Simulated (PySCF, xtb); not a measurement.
TeF3, SMILES F[Te+](F)F, charge +1.

GFN2-xTB (xtb) at its own geometry gives an orbital gap of 5.13 eV.

Geometry optimised at B3LYP-D3(BJ)/def2-SVP. The spin state was assumed, not searched. The isomer is the one that the SMILES or the coordinates give; other isomers of the formula were not compared. The def2 effective core potentials stand for the cores of Te; spin–orbit coupling is left out.

Q: What does PBE0/def2-TZVPD (PySCF) give? (Estimate from the structure and the level; the computed values follow.)

A: gap 8.41 eV (levels -18.18 and -9.77 eV).
